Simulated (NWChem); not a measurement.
Species: GeNH₄Br; SMILES [GeH2]([NH2])[Br]

```xyz
7

Ge     0.3702     0.9049     0.0000
N     -1.1217     1.9410     0.0000
Br    -0.0823    -1.3893     0.0000
H      1.1501     1.1804    -1.2893
H      1.1501     1.1804     1.2893
H     -1.7070     1.8601     0.8274
H     -1.7070     1.8601    -0.8274
```
Atoms are numbered in this order, from 1.

Results from NWChem. Geometry: optimised at PBE0/def2-SVP.

Problem. Estimate the computed values for TPSS/def2-SVP. Quantities: highest occupied level (eV); orbital gap (eV); dipole (D).

Solution. The highest occupied level (eV) comes out as -6.32 and the orbital gap (eV) comes out as 5.68. The dipole (D) is 1.95.
